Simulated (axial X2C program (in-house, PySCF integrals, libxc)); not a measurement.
Potential curves of ScAs, scalar-relativistic

All values were computed with an in-house all-electron X2C program for linear molecules (integrals from PySCF). Spin-free means the one-electron spin-free X2C Hamiltonian. Basis: As dyall-cv3z [9s9p6d4f1g], Sc dyall-cv3z [10s11p7d5f2g] (cores contracted in-house); Gaussian nuclei, density fitting, unrestricted open shells. Masses: As 74.922 u, Sc 44.956 u.

State: M_S = 0, Λ = 0 (closed shell). Energies in kJ/mol from the fragments at the same level (As + Sc). Fits are polynomials in 1 − R0/R over 0.85 to 1.23 times the lowest point R0.

```csv
R (Å),PBE0,PBE,HF
2.0584,-182.45,-260.08,197.45
2.1263,-210.12,-290.04,164.60
2.1941,-224.42,-306.98,146.48
2.2620,-228.21,-313.73,140.06
2.3412,-222.39,-311.67,144.05
2.4203,-208.34,-301.67,157.19
2.5221,-181.85,-280.70,183.14
2.6465,-141.56,-247.40,222.35
```

One determinant describes the state; a PBE0 search over occupations chose it and may have missed a lower one. The closed shell is kept restricted, so the energy runs too high when the bond is stretched far. De is counted from the lowest determinant-based energies of the atoms at the same level, without counterpoise correction. PBE0 can misorder states that lie within some tenths of an eV, so this need not be the ground state of the molecule. The nearest other spin-free determinant of the search, M_S = 1, Λ = 1, lies 0.43 eV up at the distance of the search.

(1) What are Re, ωe and De at the PBE0 level?

(2) Fit the PBE curve near its minimum: give the equilibrium distance, the harmonic wavenumber and the well depth.

(3) Fit the HF curve near its minimum: give the equilibrium distance, the harmonic wavenumber and the well depth.

## Answers

(1) At PBE0, spin-free: Re = 2.257 Å, ωe ≈ 426 cm⁻¹, De = 2.37 eV to As + Sc; Be follows as 0.118 cm⁻¹.

(2) At PBE, spin-free: Re = 2.284 Å, ωe ≈ 398 cm⁻¹, De = 3.26 eV to As + Sc; Be follows as 0.115 cm⁻¹.

(3) At HF, spin-free: Re = 2.273 Å, ωe ≈ 438 cm⁻¹, De = -1.45 eV to As + Sc; Be follows as 0.116 cm⁻¹.
